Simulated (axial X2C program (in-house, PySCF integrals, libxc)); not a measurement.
## Nuclear properties of CuP⁺

Calculated with an axial X2C code built on PySCF integrals: two-component X2C with atomic mean-field Coulomb and Gaunt terms, Gaussian nuclei, basis Cu dyall-cv3z, P dyall-v3z with contracted cores.

R = 2.206 Å (near the PBE0 minimum at charge 1 of the determinant lowest at the starting distance; the state shown can have its own minimum elsewhere).

Input and command:
```json
{"zs": [29, 15], "q": 1, "bas": ["dyall-cv3z", "dyall-v3z"], "r0": 2.17, "levels": ["PBE0", "HF", "LDA", "PBE50", "B3LYP"], "nst": 3}
```
```bash
python soeom.py task.json out
```

Keys: zs atomic numbers; q charge; bas basis sets; r0 starting distance in Å; levels methods; nst determinants followed.

Determinant lowest in the PBE0 search, Ω = 3/2 (⟨Sz⟩ = 1.50, ⟨Lz⟩ = 0.00 at PBE0), spin on the atoms Cu 0.22, P 1.28:

```json
{"level": "PBE0", "Eeff magnitude (GV/cm)": "1.14", "Ws magnitude Cu (kHz)": "0.245", "Ws magnitude P (kHz)": "0.0454", "A∥/gI Cu (MHz)": "650", "qzz Cu (a.u.)": "0.42", "A∥/gI P (MHz)": "-22.5", "qzz P (a.u.)": "0.56"}
{"level": "HF", "Eeff magnitude (GV/cm)": "1.06", "Ws magnitude Cu (kHz)": "0.218", "Ws magnitude P (kHz)": "0.0602", "A∥/gI Cu (MHz)": "360", "qzz Cu (a.u.)": "-0.38", "A∥/gI P (MHz)": "17.8", "qzz P (a.u.)": "0.35"}
{"level": "LDA", "Eeff magnitude (GV/cm)": "6.88e-05", "Ws magnitude Cu (kHz)": "0.00556", "Ws magnitude P (kHz)": "0.00074", "A∥/gI Cu (MHz)": "2.74", "qzz Cu (a.u.)": "0.83", "A∥/gI P (MHz)": "166", "qzz P (a.u.)": "-2.32"}
{"level": "PBE50", "Eeff magnitude (GV/cm)": "1.17", "Ws magnitude Cu (kHz)": "0.251", "Ws magnitude P (kHz)": "0.0506", "A∥/gI Cu (MHz)": "527", "qzz Cu (a.u.)": "0.06", "A∥/gI P (MHz)": "-13.7", "qzz P (a.u.)": "0.51"}
{"level": "B3LYP", "Eeff magnitude (GV/cm)": "1.1", "Ws magnitude Cu (kHz)": "0.232", "Ws magnitude P (kHz)": "0.0461", "A∥/gI Cu (MHz)": "732", "qzz Cu (a.u.)": "0.58", "A∥/gI P (MHz)": "8.08", "qzz P (a.u.)": "0.65"}
```

Determinant 0.19 eV from it at PBE0 and this distance, Ω = 1/2 (⟨Sz⟩ = -0.50, ⟨Lz⟩ = 1.00 at PBE0), spin on the atoms Cu 0.03, P -0.53:

| level | Eeff magnitude (GV/cm) | Ws magnitude Cu (kHz) | Ws magnitude P (kHz) | A∥/gI Cu (MHz) | qzz Cu (a.u.) | A∥/gI P (MHz) | qzz P (a.u.) |
| --- | --- | --- | --- | --- | --- | --- | --- |
| PBE0 | 0.0386 | 0.0353 | 0.00853 | 525 | 0.26 | 899 | -2.82 |
| HF | 0.078 | 0.0823 | 0.000335 | 239 | -0.83 | 859 | -3.74 |
| LDA | 0.026 | 0.00437 | 0.00331 | 598 | 0.82 | 878 | -2.29 |
| PBE50 | 0.0424 | 0.0438 | 0.00774 | 327 | -0.25 | 920 | -3.29 |
| B3LYP | 0.0115 | 0.0195 | 0.00653 | 486 | 0.41 | 891 | -2.77 |

Eeff is the effective electric field on the electron electric dipole moment in this Ω state and Ws the scalar–pseudoscalar constant of the nucleus named (defined with the proton number Z and per Ω); A∥ (defined per Ω) follows by multiplying with gI = μI/(I μN); qzz is the electric field gradient, eQq0 = 234.96 MHz × Q/barn × qzz. The operators were transformed with the bare-nucleus X2C matrices; with these basis sets, hyperfine constants and field gradients can be off by tens of per cent, and where levels differ in sign neither size nor sign is settled.

Each state is one determinant with collinear spin, which with several unpaired electrons need not be a pure state. Unrestricted Hartree–Fock can overshoot spin polarisation at the nuclei. In the state Ω = 1/2 the sign of Eeff differs between levels (LDA against PBE0). This is the top spin component of a Σ state; components of lower Ω are not single determinants and can lie lower. With several open shells hyperfine constants can be off by a factor of several. Where Eeff spreads by more than a factor of two the levels disagree and none is to be relied on. At B3LYP, LDA a later determinant lies lower. States lie within half an eV, so the first need not be the ground state. The sign of Ws at Cu differs between levels in the first state. The sign of Ws at P differs between levels in the first state. The sign of Ws at Cu differs between levels in the second state. The sign of Ws at P differs between levels in the second state. Further determinants of the search, some of them spin-mixed, are not shown. Where a field gradient or hyperfine factor spreads by more than a factor of two over the levels, a constant derived from it is not to be relied on. PBE0 term energies can be off by some tenths of an eV.
